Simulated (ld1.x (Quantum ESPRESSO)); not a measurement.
# Which change was made? (Nb, ultrasoft)

```
Element                 : Nb
Generator               : ld1.x (Quantum ESPRESSO) 7.5
Type                    : ultrasoft
Functional              : LDA (PZ)
Relativity              : scalar-relativistic
Frozen core             : [Ar] 3d10
Valence charge          : 13
Reference configuration : 4s2 4p6 4d3 5s2 5p0
Partial waves           : 4s (bound): rcut 1.50, rcutus 1.75 bohr; 5s (bound): rcut 1.50, rcutus 1.75 bohr; 4p (bound): rcut 1.70, rcutus 2.20 bohr; 5p (bound, empty): rcut 1.70, rcutus 2.20 bohr; 4d (bound): rcut 2.15, rcutus 2.50 bohr; 4d channel at 2.5 Ry: rcut 2.15, rcutus 2.50 bohr; 4f channel at -0.1 Ry: rcut 1.85, rcutus 2.20 bohr; 4f channel at 0.95 Ry: rcut 1.85, rcutus 2.20 bohr
Local potential         : all-electron potential smoothed inside 2.15 bohr (lloc = -1)
Core correction         : Bessel-smoothed model core inside 0.80 bohr
Augmentation charge     : built from norm-conserving waves at rcut, not smoothed further
```

Cutoffs, loose and tight: the cutoffs (Ry, on a coarse ladder) from which the occupation-weighted sum of valence levels, in a spherical-Bessel basis at the reference potential, stays within 10 and 1 mRy of its value at 400 Ry. They do not see the model core or the augmentation charge, which bear on the density cutoff. Test errors are all-electron minus pseudo excitation energies from the reference, over the configurations 4s2 4p6 4d4 5s1 5p0; 4s2 4p6 4d4 5s0 5p0; 4s2 4p6 4d3 5s0 5p0; 4s2 4p6 4d1 5s0 5p0; 4s2 4p6 4d4 5s0.5 5p0; 4s2 4p6 4d3 5s1 5p0; 4s2 4p6 4d4.5 5s0.5 5p0 (two spin-polarised tests are not counted in the largest error); variants that change the core or the reference have their own tests.

The base gives: outcome: generated, misses its reference levels by 1.85 eV; bound ghosts: not determined; largest test error (meV): +2625.

Problem. After one change the result is: outcome: generated, misses its reference levels by 1.92 eV; bound ghosts: not determined; largest test error (meV): +2627. Which change was it?
A. local potential all-electron potential smoothed inside 1.50 bohr (lloc = -2)
B. all radii but the core radius scaled by about 1.30 (s 2.28, p 2.86, d 3.26, f 2.86 bohr, rcut 1.96/2.22/2.80/2.40); local potential all-electron potential smoothed inside 2.80 bohr (lloc = -1)
C. waves 4d (bound): rcut 2.15, rcutus 2.32 bohr; 4d channel at 2.5 Ry: rcut 2.15, rcutus 2.32 bohr
D. core [Ar] 3d10 4s2, valence charge 11; reference 4p6 4d4 5s1 5p0; waves now 5s (bound): rcut 2.10, rcutus 2.75 bohr; 5s channel at 0.05 Ry: rcut 2.10, rcutus 2.75 bohr; 4p (bound): rcut 1.90, rcutus 2.10 bohr; 5p (bound): rcut 1.90, rcutus 2.10 bohr; 4d (bound): rcut 2.05, rcutus 2.35 bohr; 4d channel at 2.5 Ry: rcut 2.05, rcutus 2.35 bohr; 4f channel at -0.1 Ry: rcut 1.85, rcutus 2.55 bohr; 4f channel at 0.95 Ry: rcut 1.85, rcutus 2.55 bohr; local potential all-electron potential smoothed inside 1.75 bohr (lloc = -2); core correction none

Solution. C. The others give: all radii but the core radius scaled by about 1.30 (s 2.28, p 2.86, d 3.26, f 2.86 bohr, rcut 1.96/2.22/2.80/2.40); local potential all-electron potential smoothed inside 2.80 bohr (lloc = -1) → outcome: failed: run_pseudo: Errors in PS-KS equation | core [Ar] 3d10 4s2, valence charge 11; reference 4p6 4d4 5s1 5p0; waves now 5s (bound): rcut 2.10, rcutus 2.75 bohr; 5s channel at 0.05 Ry: rcut 2.10, rcutus 2.75 bohr; 4p (bound): rcut 1.90, rcutus 2.10 bohr; 5p (bound): rcut 1.90, rcutus 2.10 bohr; 4d (bound): rcut 2.05, rcutus 2.35 bohr; 4d channel at 2.5 Ry: rcut 2.05, rcutus 2.35 bohr; 4f channel at -0.1 Ry: rcut 1.85, rcutus 2.55 bohr; 4f channel at 0.95 Ry: rcut 1.85, rcutus 2.55 bohr; local potential all-electron potential smoothed inside 1.75 bohr (lloc = -2); core correction none → outcome: failed: compute_chi: n is too large | local potential all-electron potential smoothed inside 1.50 bohr (lloc = -2) → outcome: failed: chargeps: negative rho.
